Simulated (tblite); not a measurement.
CH₁₀Ge₂OSi.
Z-matrix (Å and degrees, GFN2-xTB geometry), rows numbered from 1:
```
Ge
C   1  1.9539
Si  2  1.8904  1  109.72
O   3  1.6286  2  105.28  1  -173.92
Ge  4  1.7331  3  140.32  2   174.03
H   1  1.4952  2  111.98  3   -59.42
H   1  1.5017  2  112.32  3  -179.82
H   1  1.4950  2  111.74  3    60.24
H   2  1.0892  1  109.50  3   121.51
H   2  1.0892  1  109.49  3  -121.61
H   3  1.4678  2  111.66  1    67.94
H   3  1.4680  2  112.00  1   -55.64
H   5  1.4982  4  107.64  3    64.70
H   5  1.4987  4  107.65  3   -55.65
H   5  1.4940  4  103.22  3  -175.39
```

Calculated harmonic vibrations of the isolated species, GFN2-xTB (tblite), most abundant isotopes, no scaling. This tight-binding method is rough: wavenumbers can miss measured ones by several per cent, in bad cases by 10 to 20. Modes of hydrogen on germanium and silicon can be 10 to 20 % off. One conformer, not necessarily the lowest.

Harmonic wavenumbers (cm⁻¹): 25.1, 37.1, 49.6, 86.1, 118.8, 125.5, 148.5, 443.9, 454.1, 469.2, 484.3, 567.4, 591.8, 626.1, 639.8, 712.3, 735.6, 751.2, 770.5, 790.0, 796.8, 806.2, 821.3, 867.8, 870.4, 936.6, 983.2, 1095.8, 1427.4, 1954.0, 1960.5, 2027.7, 2046.3, 2057.9, 2071.4, 2189.1, 2210.1, 2971.5, 2979.3.

A = 12020, B = 321.2, C = 317.4 MHz; mass 213.892 u (most abundant isotopes); point group C1, symmetry number 1.

Task: Zero-point energy?

Result: Half the sum of the wavenumbers: 19850 cm⁻¹ = 56.75 kcal/mol.

Task: Give the ideal-gas entropy at 500 K and 1 bar in the rigid-rotor, harmonic-oscillator model (classical rotation).

Result: Translation 44.58, rotation 31.49, vibration 56.02: S = 132.1 cal/(mol K).

Task: And Cp and H(500 K) − H(0)?

Result: Cp = 53.19 cal/(mol K), of which vibrations give 45.24 (their classical limit is 39 R = 77.5); H(500 K) − H(0) = 16.80 kcal/mol without the zero-point energy, 12.82 from vibrations.

Task: Which modes carry the vibrational entropy at 500 K?

Result: 25.1 cm⁻¹: 7.21; 37.1 cm⁻¹: 6.43; 49.6 cm⁻¹: 5.86; 86.1 cm⁻¹: 4.77; 118.8 cm⁻¹: 4.13; 125.5 cm⁻¹: 4.02 cal/(mol K); the other 33 give 23.60 together.

Task: How do the functions run with temperature in this model?

Result: 
```json
{"T (K)": "100", "S (cal/(mol K))": "78.1", "Cp (cal/(mol K))": "20.6", "H − H(0) (kcal/mol)": "1.56", "G − H(0) (kcal/mol)": "-6.25", "ln q(vib)": "3.60"}
{"T (K)": "200", "S (cal/(mol K))": "94.7", "Cp (cal/(mol K))": "29.2", "H − H(0) (kcal/mol)": "4.01", "G − H(0) (kcal/mol)": "-14.93", "ln q(vib)": "6.96"}
{"T (K)": "300", "S (cal/(mol K))": "108.5", "Cp (cal/(mol K))": "39.2", "H − H(0) (kcal/mol)": "7.44", "G − H(0) (kcal/mol)": "-25.11", "ln q(vib)": "9.88"}
{"T (K)": "800", "S (cal/(mol K))": "160.0", "Cp (cal/(mol K))": "65.3", "H − H(0) (kcal/mol)": "34.75", "G − H(0) (kcal/mol)": "-93.24", "ln q(vib)": "22.49"}
{"T (K)": "1000", "S (cal/(mol K))": "175.1", "Cp (cal/(mol K))": "70.3", "H − H(0) (kcal/mol)": "48.33", "G − H(0) (kcal/mol)": "-126.79", "ln q(vib)": "26.75"}
```

q(vib) and H(0) count from the zero-point level.

Hindered rotation and anharmonicity are outside this model. Other conformers, if any are populated, would add a mixing term that is left out.

The run took 0.43 s of wall time on Arm Neoverse V2, one thread, no GPU, shared host. This covers the Hessian and the dipole derivatives.
